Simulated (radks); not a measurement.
Q: Radial electron density D(r) = 4 pi r^2 rho(r) of an atom or ion with 8 electrons. All-electron calculation, Dirac Kohn-Sham, PBE, spin-unpolarised, spherical densities, finite nucleus; Fermi nuclear charge, rms radius of each element as measured or else 0.836 A^(1/3) + 0.57 fm. Program: a radial shooting solver on a logarithmic mesh with Libxc functionals.

```
   r/bohr * D(r) (the largest magnitude, 83.4, reaches the edge; | marks zero)
 0.000863 | *
 0.001046 |  *
 0.001257 |   *
 0.001523 |    *
 0.001845 |      *
 0.002218 |        *
 0.002688 |           *
 0.003256 |               *
 0.003946 |                    *
 0.004743 |                         *
 0.005747 |                               *
 0.006963 |                                      *
  0.00837 |                                            *
  0.01014 |                                                 *
  0.01229 |                                                     *
  0.01489 |                                                      *
   0.0179 |                                                    *
  0.02169 |                                                *
  0.02628 |                                          *
  0.03158 |                                      *
  0.03827 |                                     *
  0.04637 |                                        *
  0.05618 |                                            *
  0.06753 |                                              *
  0.08183 |                                          *
  0.09915 |                                *
   0.1192 |                   *
   0.1444 |        *
    0.175 |  *
    0.212 |*
   0.2548 *
   0.3088 *
```

What is the nuclear charge?

A: Z = 64. The innermost maximum, from 1s, lies near gamma/Z bohr with gamma = sqrt(1 - (Z/c)^2) = 0.884, here 0.0138 bohr (found: 0.0144), and its height grows with Z. The density is that of the gadolinium ion Gd56+ in [He] 2s2 2p4; the configuration itself is not fixed sharply by these data, and Z only to a few units. D(r) has 2 maxima, at r = 0.0144, 0.0659 bohr, and minima at 0.0365 bohr, inside which lie 2.27 electrons.
